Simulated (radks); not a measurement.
Values are calculated unless marked as measured or tabulated.
Neutral neodymium inside a hard spherical wall (all orbitals vanish at R), configuration held at [Xe] 4f4 6s2 and not refilled when levels cross. Level of theory: scalar-relativistic Kohn-Sham, PBE, spin-unpolarised, spherical densities, finite nucleus; Fermi nuclear charge, rms radius 4.9123 fm (a radial shooting solver on a logarithmic mesh with Libxc functionals). Eigenvalues in eV, with the zero of energy where the potential of the charges vanishes at infinity; a dash marks a level that is unbound or too diffuse for the functional's potential to be trusted. A positive occupied level is held by the wall or, in an anion where self-interaction has pushed it up, behind a barrier. The pressure on the wall is -dE/dV.

| R (bohr) | E (hartree) | kinetic (hartree) | e(5s) | e(5p) | e(6s) | e(5d, empty) | e(4f) | e(6p, empty) | pressure (GPa) |
|---|---|---|---|---|---|---|---|---|---|
| free | -9623.4612 | 10241.303 | -40.459 | -22.091 | -3.502 | -1.919 | -1.754 | -1.233 | 0 |
| 15 | -9623.4612 | 10241.303 | -40.455 | -22.086 | -3.499 | -1.914 | -1.749 | -1.213 | 0.000358 |
| 12 | -9623.4606 | 10241.309 | -40.406 | -22.038 | -3.462 | -1.871 | -1.701 | -1.103 | 0.00981 |
| 6 | -9623.3144 | 10241.977 | -37.802 | -19.526 | -0.212 | 0.668 | 0.917 | 4.239 | 8.74 |
| 5 | -9623.0808 | 10242.862 | -35.834 | -17.678 | 3.720 | 2.972 | 3.024 | 9.973 | 35.7 |
| 4 | -9622.3310 | 10245.692 | -31.743 | -13.749 | 14.445 | 8.415 | 7.745 | 24.326 | 198 |
| 3 | -9619.0586 | 10257.625 | -20.380 | -1.580 | 51.421 | 25.539 | 21.538 | 68.707 | 1770 |
| 2.5 | -9613.3961 | 10276.544 | -5.548 | 15.607 | 103.05 | 48.982 | 38.034 | 126.67 | 6680 |
| 1.5 | -9539.0267 | 10495.467 | 156.73 | 201.15 | 561.39 | 269.73 | 150.89 | 608.65 | 232000 |
